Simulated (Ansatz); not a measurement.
Start from `[NH2][Ga]1[CH2]C[SiH2]1` and change one atom or group to get `C1[CH2][GaH][SiH2]1`.

Ansatz, PBE0-D4/def2-TZVP geometries, multiplicity 1. Each molecule was computed in one conformer, which needn't be the lowest.

Scalar relativity is left out up to krypton.

```csv
property,`[NH2][Ga]1[CH2]C[SiH2]1`
HOMO energy (B3LYP/def2-TZVPP) / eV,-6.26
HOMO energy (PBE0/def2-TZVPP) / eV,-6.46
HOMO energy (PBE/def2-TZVPP) / eV,-5.42
size of the dipole moment (PBE/def2-TZVPP) / D,1.68
LUMO energy (ωB97M-V/def2-TZVPP) / eV,0.88
size of the dipole moment (B3LYP/def2-TZVPP) / D,1.59
```

Task: Give the same properties after the change, and the shifts. (An estimate is asked.)

Result: The calculation gave: 
```csv
property,`C1[CH2][GaH][SiH2]1`,shift
HOMO energy (B3LYP/def2-TZVPP) / eV,-6.40,-0.14
HOMO energy (PBE0/def2-TZVPP) / eV,-6.58,-0.12
HOMO energy (PBE/def2-TZVPP) / eV,-5.57,-0.15
size of the dipole moment (PBE/def2-TZVPP) / D,0.80,-0.88
LUMO energy (ωB97M-V/def2-TZVPP) / eV,-0.07,-0.95
size of the dipole moment (B3LYP/def2-TZVPP) / D,0.70,-0.89
```

With PBE0 the HOMO falls by 0.12 eV and the LUMO falls by 0.93 eV, so the gap narrows by about 0.81 eV. PBE moves the HOMO by -0.15 eV and ωB97M-V by -0.10 eV. Dipoles are sizes alone; their direction can turn.

B3LYP here is the variant with VWN-RPA as its local correlation; programs differ in this.
